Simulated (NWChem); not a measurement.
CH3ClO3Si; SMILES O=C[Si](O)(O)Cl

```xyz
9

O      0.5302     2.3305    -0.3823
C      0.3987     1.5260     0.5133
Si    -0.3878    -0.1506     0.0342
O     -1.7111    -0.3894     0.9751
O     -0.7112     0.0077    -1.5675
Cl     0.9574    -1.6823     0.3326
H      0.7384     1.7765     1.5519
H     -2.2285    -1.1939     0.8698
H     -0.4221     0.8776    -1.8835
```
Atoms are numbered in this order, from 1.

The geometry was optimised at PBE0/def2-SVP.

Q: Give the principal values of the shielding tensors (ppm) of O1, C2, Si3, O4, O5 from B3LYP/6-311G** (spherical d), GIAO (NWChem), with their diamagnetic and paramagnetic parts as GIAO splits them.

A: 
| atom | σ11 | σ22 | σ33 | isotropic | diamagnetic | paramagnetic |
|---|---|---|---|---|---|---|
| O1 | -1461.6 | -548.8 | 405.3 | -535.0 | 396.6 | -931.6 |
| C2 | -158.7 | -85.0 | 93.1 | -50.2 | 256.1 | -306.3 |
| Si3 | 333.3 | 393.0 | 458.4 | 394.9 | 879.3 | -484.4 |
| O4 | 214.2 | 273.8 | 298.4 | 262.1 | 390.7 | -128.6 |
| O5 | 223.3 | 292.6 | 316.6 | 277.5 | 390.5 | -113.0 |
